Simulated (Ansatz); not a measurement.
Computed with Ansatz on PBE0-D4/def2-TZVP structures; ΔE is electronic, products minus reactants. CCSD(T)/CBS is the MP2 limit (def2-TZVPP, def2-QZVPP) plus CCSD(T) − MP2 in def2-TZVPP, frozen cores. This one scheme is used for every species. DFT in def2-TZVPP. HSE06 is defined as in plane-wave codes. def2 core potentials past Kr. For Sn outer-core shells are correlated without core-valence functions, which leaves a few kJ/mol of doubt a bond. Each species was taken in one conformer, which may not be the lowest.

Reaction (hydrogenolysis of the Sn–Cl bond): `[SH][SnH]([Cl])[Cl]` + H₂ → `[SH][SnH2][Cl]` + HCl

`[SH][SnH]([Cl])[Cl]`:

```xyz
6

S    -0.986   -1.539    0.665
Sn    0.204    0.440    0.106
Cl    0.352    0.594   -2.200
Cl   -1.104    2.184    0.866
H    -0.239   -2.282   -0.172
H     1.772    0.604    0.735
```

H₂:

```xyz
2

H    -0.114    0.017    0.355
H     0.114   -0.017   -0.355
```

`[SH][SnH2][Cl]`:

Cartesian coordinates in Å:
```
S 0.612 1.775 -0.369
Sn -0.234 -0.312 0.417
Cl 1.280 -1.999 -0.131
H 0.319 1.500 -1.651
H -1.678 -0.729 -0.377
H -0.298 -0.235 2.111
```

HCl:

```xyz
2

Cl   -0.528    0.233   -0.276
H     0.528   -0.233    0.276
```

| species | HSE06-D4 energy (Eh) |
| --- | --- |
| `[SH][SnH]([Cl])[Cl]` | -1533.79887 |
| H₂ | -1.16802 |
| `[SH][SnH2][Cl]` | -1074.28394 |
| HCl | -460.65768 |

Work out ΔE.

ΔE = (-1074.28394) + (-460.65768) − (-1533.79887) − (-1.16802) = 0.02527 Eh = +66.3 kJ/mol. CCSD(T)/CBS gives +71.0 kJ/mol.

What do rigid-rotor, harmonic-oscillator terms from PBE0-D4/def2-TZVP frequencies (298.15 K, 1 bar) make of the CCSD(T)/CBS value? (Best estimate.)

Ansatz gave: ΔZPE = +6.8 kJ/mol, ΔH = +74.0 kJ/mol, ΔS = 13 J/(mol·K), ΔG = +70.1 kJ/mol. Modes under 50 cm⁻¹ make the entropy rough.

Largest T1 diagnostic among the species: 0.012.

From r2SCAN to r2SCAN0 (25 % exact exchange), in def2-TZVPP and without D4, ΔE moves by −4.3 kJ/mol. Leaving LDA and LC-ωPBE aside and taking each functional with its dispersion term where it has one, the values, not all of them listed here, spread over 11.0 kJ/mol, from CAM-B3LYP-D4 to BLYP-D4. LDA lies −6.9 kJ/mol from PBE without D4.
